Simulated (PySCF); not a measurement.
Computed structure and properties of [Bi(OCH3)2]+

System: [Bi(OCH3)2]+ (singlet); start: displaced along the imaginary mode (C2). Method: PySCF 2.14.0, RKS PBE0, Bi def2-SVP with ECP60, O def2-SVP, C def2-SVP, H def2-SVP; non-relativistic Hamiltonian with scalar-relativistic core potentials where named; density fitting; no spin-orbit coupling.

Input of the relaxation:

```python
mol = gto.M(atom='''
Bi     0.00000     0.00000    -0.43972
O      1.60928     0.01631     0.77242
C      1.88689     0.01065     2.16290
H      2.98036    -0.22756     2.27419
H      1.68417     1.03100     2.59999
H      1.27302    -0.76590     2.70329
O     -1.60928    -0.01631     0.77242
C     -1.88689    -0.01065     2.16290
H     -2.98036     0.22756     2.27419
H     -1.68417    -1.03101     2.59999
H     -1.27302     0.76590     2.70329''',
    basis={'Bi': 'def2-SVP', 'O': 'def2-SVP', 'C': 'def2-SVP', 'H': 'def2-SVP'},
    ecp={'Bi': 'def2-SVP'},
    charge=1, spin=0)
mf = dft.RKS(mol, xc='PBE0')
mf.grids.atom_grid = (50, 194)
mf = mf.density_fit()  # fitting sets: Bi def2-universal-JKFIT, O def2-universal-JKFIT, C def2-universal-JKFIT, H def2-universal-JKFIT
mf.conv_tol = 1e-08; mf.max_cycle = 55
mf.kernel(dm0)  # dm0: converged density of the start geometry
# quasi-Newton relaxation in Cartesian coordinates to a largest gradient under 0.00045 Eh/bohr, steps kept in the point group
```

Run from Python with OMP_NUM_THREADS=2; the lines above give its settings. Where DIIS fails, smearing, a level shift and second-order steps follow.
It took 54 s on 2 threads of Arm Neoverse V2, with other jobs on the host, from the converged density of the start.

Course of the relaxation:

```
step  energy above end (eV)  largest force component within the symmetry (eV/Å)
   0                 0.0773                                               0.802
   1                 0.0084                                               0.057
   2                 0.0066                                               0.051
   3                 0.0061                                               0.019
   4                 0.0050                                               0.113
   5                 0.0039                                               0.073
   6                 0.0025                                               0.043
   7                 0.0017                                               0.111
   8                 0.0009                                               0.019
   9                 0.0006                                               0.014
  10                 0.0005                                               0.070
  11                 0.0001                                               0.008
  12                 0.0000                                               0.006
```

Relaxed geometry (C2):

```xyz
11

Bi    0.0000    0.0000   -0.4318
O     1.6078    0.0969    0.7773
C     1.9051    0.0833    2.1622
H     2.9032   -0.3634    2.2804
H     1.9362    1.1164    2.5442
H     1.1753   -0.4996    2.7448
O    -1.6078   -0.0969    0.7773
C    -1.9051   -0.0833    2.1622
H    -2.9032    0.3634    2.2804
H    -1.9362   -1.1164    2.5442
H    -1.1753    0.4996    2.7448
```

```csv
contact,Å
Bi1–O2 (OCH3),2.014
Bi1–O7 (OCH3),2.014
```

On the finer grid (75, 302):

The HOMO is -12.90 eV. The LUMO is -8.64 eV, the dipole about the centre of mass is 1.61 D and the set of Mulliken populations of Bi1 outside the core potential is s 3.91, p 7.53, d 10.16. The D3(BJ) dispersion energy (not in the energies) is -0.199 eV.

| atom | Mulliken (e) | Löwdin (e) | spin (e) |
| --- | --- | --- | --- |
| Bi1 | 1.40 | 1.21 | 0.00 |
| O2 | -0.57 | -0.30 | 0.00 |
| C3 | 0.10 | 0.07 | 0.00 |
| H4 | 0.11 | 0.05 | 0.00 |
| H5 | 0.10 | 0.05 | 0.00 |
| H6 | 0.07 | 0.03 | 0.00 |
| O7 | -0.57 | -0.30 | 0.00 |
| C8 | 0.10 | 0.07 | 0.00 |
| H9 | 0.11 | 0.05 | 0.00 |
| H10 | 0.10 | 0.05 | 0.00 |
| H11 | 0.07 | 0.03 | 0.00 |

On the grid (50, 194), as all that follows. Harmonic modes: 1 unstable but soft, so probably a saddle point, though modes this soft are near the noise (counted below −25 cm⁻¹); lowest -27 cm⁻¹ (negative: unstable), highest 3174 cm⁻¹, zero-point energy 2.246 eV.

Taking off one OCH3 (charge -1, singlet; the rest: singlet) in vacuum, both parts rigid, costs 17.07 eV; the small basis without counterpoise inflates it. Most of it is the attraction of opposite charges; other ways to part are cheaper, and one spin state was tried for the rest.

Rigid scan of OCH3 along the line from its metal:

```csv
distance to O2 (Å),energy (eV)
1.71,1.819
1.81,0.679
1.91,0.144
2.01,0.000
2.11,0.103
2.21,0.354
2.41,1.058
2.71,2.159
3.11,3.292
3.61,4.121
```

One start shape was tried, so this needn't be the lowest isomer.
